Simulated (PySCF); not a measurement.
Solvent effects on NMR parameters

Cartesian coordinates in Å; atom numbers follow the order of the lines, from 1:
```xyz
17

C     2.8935    0.2633    0.6558
C     1.5566   -0.3898    0.3637
S     0.2421    0.7291    0.8672
O     0.3250    0.8858    2.3206
O     0.2960    1.9056   -0.0030
C    -1.2769   -0.1588    0.4968
C    -2.4615    0.7012    0.8915
H     2.9852    0.4799    1.7293
H     2.9872    1.2083    0.1027
H     3.7153   -0.4031    0.3585
H     1.4108   -1.3201    0.9326
H     1.4077   -0.5881   -0.7081
H    -1.2561   -0.3778   -0.5811
H    -1.2343   -1.1016    1.0622
H    -2.4298    0.9264    1.9667
H    -2.4471    1.6505    0.3379
H    -3.4021    0.1779    0.6690
```

GIAO PBE0/pcSseg-1 in PySCF 2.14.0 with density-fitted response routines on one PBE0-D3(BJ)/def2-SVP conformer, non-relativistic, equivalent nuclei averaged. Solvents enter as an IEF-PCM continuum (chloroform with ε = 4.7, water with ε = 78.4) around the gas-phase geometry. Shifts are referred to TMS, CS2 computed in the same medium.

Gas phase, δ in ppm: C2/C6 53.3, C1/C7 4.9, S3 310.2, H11/H12/H13/H14 2.44, H8/H9/H10/H15/H16/H17 1.53. Dipole moment 4.41 D.

Task: How does each δ change in the continuum?

Result: 
```json
{"atoms": "C2/C6", "environment": "sp3 CH2 bonded to S", "Δδ, chloroform": "+1.2", "Δδ, water": "+1.6"}
{"atoms": "C1/C7", "environment": "methyl carbon", "Δδ, chloroform": "+0.3", "Δδ, water": "+0.5"}
{"atoms": "S3", "environment": "sulfone sulfur", "Δδ, chloroform": "+5.7", "Δδ, water": "+8.6"}
{"atoms": "H11/H12/H13/H14", "environment": "hydrogen on an sp3 CH2 bonded to S", "Δδ, chloroform": "+0.32", "Δδ, water": "+0.48"}
{"atoms": "H8/H9/H10/H15/H16/H17", "environment": "hydrogen on a methyl carbon", "Δδ, chloroform": "-0.03", "Δδ, water": "-0.06"}
```

Changes are relative to the gas phase. The dipole moment becomes 5.48 D in chloroform, 6.02 D in water.

Task: Which nuclei move most (in ppm), and what does the model miss?

Result: S3 (sulfone sulfur, +8.6 ppm) in water. A continuum only polarises the solute; specific hydrogen bonds, the anisotropy of aromatic solvents and changes of geometry or conformer are outside it.
